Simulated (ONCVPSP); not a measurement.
# PBE ONCV dataset for lanthanum, scalar-relativistic all-electron reference.

| Item | Value |
| --- | --- |
| Element | lanthanum (La) |
| Generator | ONCVPSP 4.0.1 |
| Type | optimised norm-conserving Vanderbilt (ONCV) |
| Functional | PBE |
| Relativity | scalar-relativistic |
| Frozen core | [Kr] 4d10 |
| Valence charge | 11 |
| Reference configuration | 5s2 5p6 5d2 6s1 |
| Partial waves | 5s+6s: rc 2.25 bohr, ncon 3, nbas 6, qcut 6.5 1/bohr, 2 projectors; 5p: rc 2.90 bohr, ncon 5, nbas 10, qcut 5.2 1/bohr, 1 projector; 5d: rc 3.55 bohr, ncon 4, nbas 9, qcut 4.2 1/bohr, 1 projector; f scattering state at 0.3 Ha: rc 2.80 bohr, ncon 4, nbas 9, qcut 4.3 1/bohr, 1 projector |
| Local potential | polynomial inside 1.65 bohr (lpopt 5, dvloc0 6 Ha) |
| Core correction | Teter function fitted to the true core (icmod 2), fcfact 0.25 |

In the f channel the program set the typed energies aside and used -0.101 Ha.

Results:

| Property | Result |
| --- | --- |
| Cutoffs needed | 12 Ha and 15 Ha (the cutoffs (Ha) at which the residual kinetic energy of the hardest occupied pseudo-wave falls to 1 and 0.1 mHa per electron) The cutoffs count occupied waves only; projector 1 of the f channel, the hardest unoccupied one, needs 42 Ha at the loose tolerance. |
| Ghost test | no bound ghost flagged; GHOST(+) flagged for s at 184.6 eV |
| Largest excitation error | +1347 meV (all-electron minus pseudo) for 4f1 5s2 5p6 5d1 6s0, out of 4 test configurations |
| rms error of d²Exc/dni dnj | 2.30 mHa without and 0.30 mHa with the model core |

Generation and tests took about 4.4 s on one core of a shared server CPU.
